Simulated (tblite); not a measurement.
**Question.** Give a GFN2-xTB geometry of InChI=1S/C7H6ClS/c1-9-7-4-2-6(8)3-5-7/h2-4H,1H3. (Doublet state.)

**Answer.** 
```xyz
15
C7H6ClS angstrom
C      2.7048    1.0657    0.5161
S      2.1737   -0.6684    0.5738
C      0.4738   -0.4560    0.1753
C     -0.0895    0.7661   -0.0713
C     -1.3919    0.9880   -0.3814
C     -2.2231   -0.1336   -0.4517
Cl    -3.8952    0.0706   -0.8388
C     -1.7099   -1.3998   -0.2117
C     -0.3754   -1.5659    0.0981
H      2.5282    1.4593   -0.4806
H      3.7649    1.0790    0.7471
H      2.1476    1.6336    1.2554
H     -1.7847    1.9749   -0.5677
H     -2.3608   -2.2583   -0.2680
H      0.0332   -2.5472    0.2865
```

Orientation and origin are arbitrary. Atoms count from 1 in this order. The 9 heavy atoms lie in one plane (0.001 Å rms). C5 (carbon bonded to 2 C and H) is planar (angles 122.6°, 120.6° and 116.8°, sum 360.0°, 0.00 Å off the plane of its three neighbours). C8 (carbon bonded to 2 C and H) is planar (angles 120.4°, 120.0° and 119.6°, sum 360.0°, 0.00 Å off the plane of its three neighbours). C3 (carbon bonded to 2 C and S) is planar (angles 123.1°, 120.2° and 116.7°, sum 360.0°, 0.00 Å off the plane of its three neighbours).

Bonds between heavy atoms (Å): C1–S2 1.814, S2–C3 1.759, C3–C4 1.368, C4–C5 1.357, C5–C6 1.398, C6–Cl7 1.728, C6–C8 1.387, C8–C9 1.380, C3–C9 1.400.

Computed geometry: GFN2-xTB, gas phase. This method treats the open shell by occupation alone, without spin polarisation.

Point group: Cs (every atom within 0.08 Å of its image). Its GFN2-xTB frequencies are all real (lowest 39 cm⁻¹). Torsions: C1–S2–C3–C4 0°.

One conformer stands for the species.
